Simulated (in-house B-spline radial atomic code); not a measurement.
A fraction x of an electron is moved 4d → 6s in Sm II (Sm+), starting from [Xe] 4f6 6s1 and keeping the highest spin. Method: scalar-relativistic (X2C) PBEsol, spin-polarised, spherical fractional occupations, Fermi nucleus of rms radius 5.0819 fm. Calculated with an all-electron radial atomic-structure program (B-spline basis).

```json
{"x": "0", "E(x) - E(0) (eV)": "0.0000", "4d down level (eV)": "-131.214", "6s down level (eV)": "-"}
{"x": "0.125", "E(x) - E(0) (eV)": "15.5006", "4d down level (eV)": "-132.363", "6s down level (eV)": "-7.946"}
{"x": "0.25", "E(x) - E(0) (eV)": "31.1096", "4d down level (eV)": "-133.556", "6s down level (eV)": "-8.224"}
{"x": "0.375", "E(x) - E(0) (eV)": "?", "4d down level (eV)": "?", "6s down level (eV)": "?"}
{"x": "0.5", "E(x) - E(0) (eV)": "62.6809", "4d down level (eV)": "-136.049", "6s down level (eV)": "-8.788"}
{"x": "0.625", "E(x) - E(0) (eV)": "78.6518", "4d down level (eV)": "-137.340", "6s down level (eV)": "-9.061"}
{"x": "0.75", "E(x) - E(0) (eV)": "?", "4d down level (eV)": "?", "6s down level (eV)": "?"}
{"x": "0.875", "E(x) - E(0) (eV)": "110.9860", "4d down level (eV)": "-139.994", "6s down level (eV)": "-9.580"}
{"x": "1", "E(x) - E(0) (eV)": "127.3569", "4d down level (eV)": "-141.353", "6s down level (eV)": "-9.828"}
```

Question: What belongs in the row x = 0.375?

Answer: An energy change of 46.8350 eV; 4d down at -134.787 eV, 6s down at -8.508 eV.

Question: What belongs in the row x = 0.75?

Answer: An energy change of 94.7522 eV; 4d down at -138.656 eV, 6s down at -9.325 eV.

Question: Check Janak's theorem between x = 0.125 and 0.25.

Answer: The slope of the energy is 124.87 eV; the orbital levels give 124.87 eV (ε of the receiving orbital less ε of the emptying one, averaged over the two points).
